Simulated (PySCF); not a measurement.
# Calculated NMR data

- PBE0/pcSseg-1 with gauge-including orbitals
- GFN2-xTB geometry
- run in PySCF 2.14.0 with density-fitted response routines
- in vacuum, non-relativistic, rapidly exchanging positions averaged, one computed conformer

Shifts are taken against calculated references (same method and geometry level): ¹H (σ = 31.72 ppm), ¹³C (σ = 186.93 ppm) vs TMS. Splittings of carbon signals by F and P are missing where no couplings were computed. Where no couplings were computed, multiplicities follow the n + 1 count of equivalent neighbours, and m marks all less simple cases (inequivalent or close neighbours, rings, F or P nearby). Shifts are as computed. Against solution values, carbons near 30 ppm lie about +3 ppm off and those near 130 ppm about +5 ppm; carbons on Cl a further +6 ppm. Of 1211 compounds with measured shifts, 218 miss one by over three times the rms of a fit or turn the order of signals round; such compounds aren't used in these exercises. Carbons bonded to Cl come out too deshielded.

Compound 1 (C7H11ClO). ¹H NMR (400 MHz, computed): δ 6.08 (q, 1H), 2.36 (sept, 1H), 2.12 (d, 3H), 1.22 (d, 6H). ¹³C{¹H} NMR (computed): δ 181.4 (C), 154.3 (C), 139.2 (CH), 43.6 (CH), 23.7 (CH3), 20.4 (CH3). Structure: `InChI=1S/C7H11ClO/c1-4-6(5(2)3)7(8)9/h4-5H,1-3H3/b6-4-`.

Compound 2 (C8H4ClF3O). ¹H NMR (400 MHz, computed): δ 8.38 (d, 1H), 8.18 (m, 1H), 7.98 (m, 1H), 7.98 (m, 1H). ¹³C{¹H} NMR (computed): δ 177.0, 141.0, 138.8, 138.5, 137.1, 136.4, 132.6, 132.2. Structure: 2-(trifluoromethyl)benzoyl chloride.
